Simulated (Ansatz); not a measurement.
Cartesian coordinates (Å):
```xyz
21

C      2.5071    -1.1460     0.1321
O      1.4465    -0.7136    -0.6868
Ge     0.0001     0.0003     0.0002
O     -1.1841     0.0701    -1.2909
C     -1.3834    -1.0209    -2.1584
O      0.1794     1.6372     0.6021
C      0.2865     2.7310    -0.2780
O     -0.4417    -0.9923     1.3761
C     -1.4102    -0.5643     2.3042
H      2.1549    -1.7625     0.9765
H      3.0819    -0.2954     0.5402
H      3.1879    -1.7539    -0.4831
H     -1.9922    -0.6752    -3.0078
H     -0.4320    -1.4194    -2.5498
H     -1.9259    -1.8449    -1.6613
H      1.2773     2.7686    -0.7651
H      0.1589     3.6544     0.3074
H     -0.4857     2.7074    -1.0656
H     -1.3574    -1.2255     3.1826
H     -1.2364     0.4731     2.6371
H     -2.4316    -0.6282     1.8884
```
Charge 0, spin multiplicity 1.

Level of theory: frozen-core CCSD(T)/cc-pVDZ // PBE0-D3(BJ)/def2-SVP in Ansatz (a quantum-chemistry and plane-wave program).

HF energy: -2533.31997 Ha
MP2 correlation energy: -1.42308 Ha

**Question.** Estimate the CCSD correlation energy, the (T) correction, the total energy and the T1 diagnostic.

**Answer.** 
The CCSD correlation energy comes out as -1.50114 Ha. The (T) correction is -0.04041 Ha. The CCSD(T) total energy is -2534.86152 Ha and the T1 diagnostic comes out as 0.011.
